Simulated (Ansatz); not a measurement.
Basis-set extrapolation for C₃H₈BF (`CCB(C)F`) (PBE0-D4/def2-TZVP geometry, frozen core, Ansatz 0.2.0). Multiplicity 1, RHF reference.

|  | def2-TZVPP | def2-QZVPP |
| --- | --- | --- |
| HF | -242.563279 | -242.574446 |
| MP2 correlation | -0.876203 | -0.939919 |
| CCSD(T) correlation | -0.954472 | not run |

Energies in hartree. Use E(X) = E(∞) + A·exp(−7.88·√X) for Hartree–Fock and E(X) = E(∞) + B·X^(−2.97) for correlation, with X = 3 and 4, and add CCSD(T) minus MP2 of the smaller set to the MP2 limit.

Q: What is the CCSD(T) energy at the basis-set limit?

A: HF limit: -242.574446 + (-0.011167) × 0.13774 = -242.57598. MP2 limit: -0.939919 + (-0.063716) × 0.74074 = -0.98712. Higher-order term: -0.954472 − (-0.876203) = -0.07827. Total: -243.64137 hartree, 77.6 kcal/mol below CCSD(T)/def2-TZVPP.
